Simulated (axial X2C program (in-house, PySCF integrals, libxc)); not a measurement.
## Bond lengths and stretching modes, held linear, of NTeO²⁺

Computed with an in-house all-electron X2C program for linear molecules (integrals from PySCF): two-component X2C with atomic mean-field Coulomb and Gaunt terms, Gaussian nuclei, basis N dyall-av3z, Te dyall-v3z, O dyall-av3z with contracted cores. Spin-free rows use the one-electron spin-free X2C Hamiltonian.

Masses N 14.003, Te 129.906, O 15.995 u. States: 2c Ω = 3/2 (beyond evenly filled blocks: ω = 3/2); spin-free M_S = 3/2, Λ = 0 (beyond evenly filled blocks: σα, π+α, π-α).

PBE0, 2c: energies above the lowest point

| r(N–Te) (Å) | r(Te–O) (Å) | E (meV) |
| --- | --- | --- |
| 2.7290 | 1.7014 | 43.91 |
| 2.7290 | 1.7450 | 3.51 |
| 2.7290 | 1.7886 | 44.25 |
| 2.7990 | 1.7014 | 37.71 |
| 2.7990 | 1.7450 | 0.00 |
| 2.7990 | 1.7886 | 44.64 |
| 2.7990 | 1.8323 | 134.44 |
| 2.8690 | 1.7014 | 37.44 |
| 2.8690 | 1.7450 | 1.72 |
| 2.8690 | 1.7886 | 49.37 |
| 2.9390 | 1.7450 | 6.29 |
| 2.9390 | 1.8323 | 153.07 |

Fit a quadratic surface with cubic terms in each bond: where is the minimum, and what are the two stretching wavenumbers?

At PBE0, 2c: bonds 2.804 and 1.740 Å; harmonic stretches 146.5 and 930.3 cm⁻¹; force constants 0.164, 7.29 and coupling 0.16 mdyn/Å.

The other levels and Hamiltonians give:

| Hamiltonian | level | r(N–Te) (Å) | r(Te–O) (Å) | lower stretch (cm⁻¹) | upper stretch (cm⁻¹) |
| --- | --- | --- | --- | --- | --- |
| 2c | HF | 3.073 | 1.382 | 51.7 | 916.6 |
| spin-free | PBE0 | 2.790 | 1.737 | 161.9 | 944.3 |
| spin-free | B3LYP | 2.950 | 1.748 | 51.0 | 949.9 |

Each state is one determinant, the lowest of a limited PBE0 search; the stretches come from a fit to these few points and carry an uncertainty of a few per cent. Other orders of the atoms were not compared. Left out for rough or failed fits: B3LYP 2c, MP2 2c, HF spin-free, MP2 spin-free. The levels spread by more than a fifth, so the stretches depend strongly on the method. A multiply charged ion may be only metastable. The molecule was held linear; bending was not examined, so a bent shape may lie lower. Note: several unpaired electrons, one determinant need not be a pure state.
